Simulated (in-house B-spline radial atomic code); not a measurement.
## Excitations of Cr12+ by several methods

Full response, energies in eV; labels give the largest channel, * marks a mixed state, a dash one above the method's threshold, and an imaginary frequency an unstable closed-shell reference. Computed with an all-electron radial atomic-structure program (B-spline basis): linear response of the closed shell [Ne] 3s2 with each method's own kernel (bare exchange for TDHF, static screening on G0W0 levels for BSE, the adiabatic kernel for functionals); scalar-relativistic (spin-free one-electron X2C), finite nucleus, no spin-orbit coupling, no double excitations, S, P, D and F terms only.

```json
{"method": "TDHF", "3s → 3p 3P": "23.165", "3s → 3p 1P": "37.29", "3s → 3d 3D": "71.22", "α (bohr³)": "0.4804"}
{"method": "PBE", "3s → 3p 3P": "25.347", "3s → 3p 1P": "37.82", "3s → 3d 3D": "69.20", "α (bohr³)": "0.4545"}
{"method": "BHandHLYP", "3s → 3p 3P": "?", "3s → 3p 1P": "?", "3s → 3d 3D": "?", "α (bohr³)": "?"}
{"method": "OLYP", "3s → 3p 3P": "?", "3s → 3p 1P": "?", "3s → 3d 3D": "?", "α (bohr³)": "?"}
{"method": "LDA exchange-only", "3s → 3p 3P": "24.983", "3s → 3p 1P": "38.05", "3s → 3d 3D": "69.37", "α (bohr³)": "0.4443"}
{"method": "CAM-B3LYP", "3s → 3p 3P": "24.679", "3s → 3p 1P": "37.88", "3s → 3d 3D": "69.51", "α (bohr³)": "0.4538"}
```

Task: What does BHandHLYP give?

Result: 3s → 3p 3P: 23.930; 3s → 3p 1P: 37.64; 3s → 3d 3D: 69.94; α: 0.464 (eV, bohr³).

Task: What does OLYP give?

Result: 3s → 3p 3P: 22.493; 3s → 3p 1P: 36.72; 3s → 3d 3D: 67.29; α: 0.4823 (eV, bohr³).
